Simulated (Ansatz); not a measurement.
Two members of one family (Series (HZnX)2), computed with Ansatz in the gas phase. Binding counts from free atoms in the multiplicity of their measured ground term, without zero-point energy. The structures are stationary points that may keep the symmetry of their start.

First: (HZn-mu-Cl)2 (singlet, charge 0, r2SCAN-D4/def2-SVP geometry).

```
atom    x (Å)    y (Å)    z (Å)
 Zn1   1.2967  -0.1667  -0.9557
  H2   2.5200  -0.3215  -1.8570
 Cl3   0.9935   0.4476   1.2695
 Zn4  -1.2967   0.1667   0.9557
  H5  -2.5207   0.3245   1.8561
 Cl6  -0.9929  -0.4505  -1.2686
```

```tsv
level	HOMO (eV)	LUMO (eV)	gap (eV)	binding per atom (eV)
LDA (SPW92)/def2-TZVP	-7.37	-1.67	5.69	2.37
PBE-D4/def2-SVP	-6.91	-1.11	5.80	2.14
revPBE-D4/def2-TZVP	-7.17	-1.31	5.87	1.97
r2SCAN-D4/def2-TZVP	-7.53	-1.03	6.50	2.14
B3LYP-D4/def2-TZVP	-8.25	-0.87	7.38	1.97
```

Second: (HZn-mu-F)2 (singlet, charge 0, r2SCAN-D4/def2-SVP geometry).

```xyz
6

Zn    0.0487   -1.4666   -0.0499
H     0.0991   -2.9815   -0.1035
F     0.3737   -0.0286    1.1888
Zn   -0.0473    1.4671    0.0498
H    -0.0944    2.9817    0.1008
F    -0.3799    0.0278   -1.1860
```

What does the change do? Estimate second minus first.


```
                level  Δ HOMO (eV)  Δ LUMO (eV)  Δ gap (eV)  Δ binding per atom (eV)
LDA (SPW92)/def2-TZVP        -0.35        -0.20        0.15                     0.48
      PBE-D4/def2-SVP        -0.24        -0.09        0.15                     0.42
  revPBE-D4/def2-TZVP        -0.30        -0.22        0.08                     0.34
  r2SCAN-D4/def2-TZVP        -0.30        -0.22        0.08                     0.35
   B3LYP-D4/def2-TZVP        -0.38        -0.21        0.17                     0.38
```
